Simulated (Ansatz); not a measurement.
# Nudged elastic band run: Cl₂FGaH₂

Input file:

```yaml
crystal:
  periodic: [false, false, false]
  atoms:
    - { symbol: Ga, position_ang: [0.016873, -0.013167, 0.063213] }
    - { symbol: Cl, position_ang: [0.125979, 0.356824, 2.228768] }
    - { symbol: Cl, position_ang: [1.880927, 0.334004, -0.925822] }
    - { symbol: H, position_ang: [-1.350397, -0.067121, -0.638882] }
    - { symbol: F, position_ang: [0.289986, -2.060929, 0.726942] }
    - { symbol: H, position_ang: [0.351533, -1.781911, 1.630481] }
basis:
  gaussian: { orbitals: def2-SVP }
hamiltonian:
  xc: r2scanh
  dispersion: d4
neb:
  order_check: false
  images: 9
  f_tol: 0.05
  max_iterations: 60
  final_atoms:
    - { symbol: Ga, position_ang: [0.04108285, -0.39864516, -0.22922768] }
    - { symbol: Cl, position_ang: [0.17302285, 0.00193312, 2.39316291] }
    - { symbol: Cl, position_ang: [1.88498396, 0.41021369, -0.93577341] }
    - { symbol: H, position_ang: [-1.37213566, 0.05282628, -0.62963483] }
    - { symbol: F, position_ang: [0.27054629, -2.03984583, 0.45238094] }
    - { symbol: H, position_ang: [0.3174007, -1.2587821, 2.03379206] }
  initial_path:
    images:
      - { positions_ang: [[0.016873, -0.013167, 0.063213], [0.125979, 0.356824, 2.228768], [1.880927, 0.334004, -0.925822], [-1.350397, -0.067121, -0.638882], [0.289986, -2.060929, 0.726942], [0.351533, -1.781911, 1.630481]] }
      - { positions_ang: [[0.00929516, -0.01022844, 0.05279224], [0.10129791, 0.27712278, 2.30314267], [1.88626126, 0.28314599, -0.96572911], [-1.35773279, -0.05911365, -0.66351873], [0.32433116, -2.01789531, 0.70287411], [0.35144829, -1.70533138, 1.65513882]] }
      - { positions_ang: [[0.00171733, -0.00728987, 0.04237149], [0.07661683, 0.19742156, 2.37751733], [1.89159553, 0.23228799, -1.00563622], [-1.36506858, -0.05110631, -0.68815546], [0.35867631, -1.97486161, 0.67880623], [0.35136358, -1.62875176, 1.67979663]] }
      - { positions_ang: [[-0.00586051, -0.00435131, 0.03195073], [0.05193574, 0.11772034, 2.451892], [1.89692979, 0.18142998, -1.04554333], [-1.37240436, -0.04309896, -0.71279219], [0.39302147, -1.93182792, 0.65473834], [0.35127887, -1.55217214, 1.70445445]] }
      - { positions_ang: [[-0.01343835, -0.00141274, 0.02152997], [0.02725466, 0.03801912, 2.52626667], [1.90226406, 0.13057198, -1.08545044], [-1.37974015, -0.03509161, -0.73742892], [0.42736663, -1.88879422, 0.63067046], [0.35119416, -1.47559251, 1.72911226]] }
      - { positions_ang: [[-0.02101619, 0.00152582, 0.01110922], [0.00257357, -0.0416821, 2.60064134], [1.90759832, 0.07971397, -1.12535755], [-1.38707594, -0.02708427, -0.76206565], [0.46171178, -1.84576053, 0.60660257], [0.35110945, -1.39901289, 1.75377008]] }
      - { positions_ang: [[-0.00859638, -0.07850838, -0.03695816], [0.03666343, -0.03295906, 2.55914565], [1.90307545, 0.14581391, -1.08744072], [-1.38408788, -0.01110216, -0.73557949], [0.42347869, -1.88457759, 0.57575824], [0.3443677, -1.37096673, 1.80977448]] }
      - { positions_ang: [[0.00382343, -0.15854257, -0.08502554], [0.07075328, -0.02423601, 2.51764997], [1.89855258, 0.21191386, -1.04952389], [-1.38109983, 0.00487995, -0.70909333], [0.38524559, -1.92339465, 0.54491392], [0.33762595, -1.34292058, 1.86577887]] }
      - { positions_ang: [[0.01624323, -0.23857677, -0.13309292], [0.10484314, -0.01551297, 2.47615428], [1.89402971, 0.2780138, -1.01160706], [-1.37811177, 0.02086206, -0.68260716], [0.34701249, -1.96221171, 0.51406959], [0.3308842, -1.31487442, 1.92178327]] }
      - { positions_ang: [[0.02866304, -0.31861096, -0.1811603], [0.138933, -0.00678992, 2.4346586], [1.88950684, 0.34411374, -0.97369024], [-1.37512372, 0.03684417, -0.656121], [0.30877939, -2.00102877, 0.48322527], [0.32414245, -1.28682826, 1.97778767]] }
      - { positions_ang: [[0.04108285, -0.39864516, -0.22922768], [0.17302285, 0.00193312, 2.39316291], [1.88498396, 0.41021369, -0.93577341], [-1.37213566, 0.05282628, -0.62963483], [0.27054629, -2.03984583, 0.45238094], [0.3174007, -1.2587821, 2.03379206]] }
```

Launched with:

```bash
$ ansatz run input.yaml --threads 4 --pin off --max-ram 5120MiB --backend cpu --events-out ev --progress --plain --runs-dir out
```

Output, in part (warnings, iteration lines, the closing report on the highest movable image, with atoms numbered from 0):

```
NEB end point (image 0): max|allowed force component| = 1.923e-2 eV/Å (the criterion of neb.relax_end_points is 1.000e-2)
NEB end point (image 10): max|allowed force component| = 2.151e-2 eV/Å (the criterion of neb.relax_end_points is 1.000e-2)
NEB iter   1: max|band force component| = 2.262e0 eV/Å  barrier→ = 1.0423 eV  barrier← = 0.6457 eV  Δτ_max = 0.2000 Å  (277 SCF iters)
NEB iter   2: max|band force component| = 1.170e0 eV/Å  barrier→ = 0.4762 eV  barrier← = 0.0796 eV  Δτ_max = 0.2000 Å  (251 SCF iters)
NEB iter   3: max|band force component| = 7.451e-1 eV/Å  barrier→ = 0.4078 eV  barrier← = 0.0113 eV  Δτ_max = 0.1355 Å  (249 SCF iters)
NEB iter   4: max|band force component| = 3.002e-1 eV/Å  barrier→ = 0.4070 eV  barrier← = 0.0105 eV  CI = image 7  Δτ_max = 0.0205 Å  (252 SCF iters)
NEB iter   5: max|band force component| = 1.986e-1 eV/Å  barrier→ = 0.4056 eV  barrier← = 0.0090 eV  CI = image 7  Δτ_max = 0.0134 Å  (247 SCF iters)
NEB iter   6: max|band force component| = 5.903e-2 eV/Å  barrier→ = 0.4064 eV  barrier← = 0.0098 eV  CI = image 7  Δτ_max = 0.0092 Å  (238 SCF iters)
NEB iter   7: max|band force component| = 2.087e-2 eV/Å  barrier→ = 0.4068 eV  barrier← = 0.0102 eV  CI = image 7  Δτ_max = 0.0000 Å  (467 SCF iters)
Total energy: -80155.71963136 eV, -2945.6683649543 hartree
Atom 0 at     0.046403    -0.324289    -0.141719 Å, force    -0.005252     0.007048     0.000742 eV/Å
Atom 1 at     0.173363     0.007975     2.345361 Å, force    -0.001514     0.017343     0.001456 eV/Å
Atom 2 at     1.898967     0.362384    -0.937943 Å, force     0.000049     0.000332    -0.001269 eV/Å
Atom 3 at    -1.375195     0.009443    -0.615622 Å, force     0.001053     0.003859    -0.001461 eV/Å
Atom 4 at     0.277267    -1.999846     0.610425 Å, force     0.005746    -0.004884     0.011009 eV/Å
Atom 5 at     0.294095    -1.287967     1.824197 Å, force    -0.000081    -0.023699    -0.010477 eV/Å
Dipole moment:    -0.315297     0.038001     0.080688 e Å
```

It converged. A vibrational analysis at the climbing image gives one clearly imaginary mode, 230i cm⁻¹: a first-order saddle point. The orbitals stay closed-shell, which can raise the energy where a bond breaks towards radicals; this wasn't checked here.

Final band (atoms are numbered from 1 in the order of the input):

```
image  path coordinate (Å)  energy (eV)  F5–H6 (Å)  Cl2–H6 (Å)
    0                 0.00         0.00       0.95        2.23
    1                 0.12         0.01       0.96        2.08
    2                 0.24         0.04       0.97        1.94
    3                 0.36         0.10       1.00        1.81
    4                 0.48         0.19       1.05        1.69
    5                 0.60         0.31       1.15        1.58
    6                 0.72         0.38       1.27        1.48
    7                 0.84         0.41       1.41        1.40
    8                 0.94         0.40       1.53        1.36
    9                 1.04         0.40       1.64        1.34
   10                 1.14         0.40       1.76        1.32
```

Run time: 2.2 min on 4 threads of Arm Neoverse V1, with other jobs on the host, peak memory 0.24 GiB.
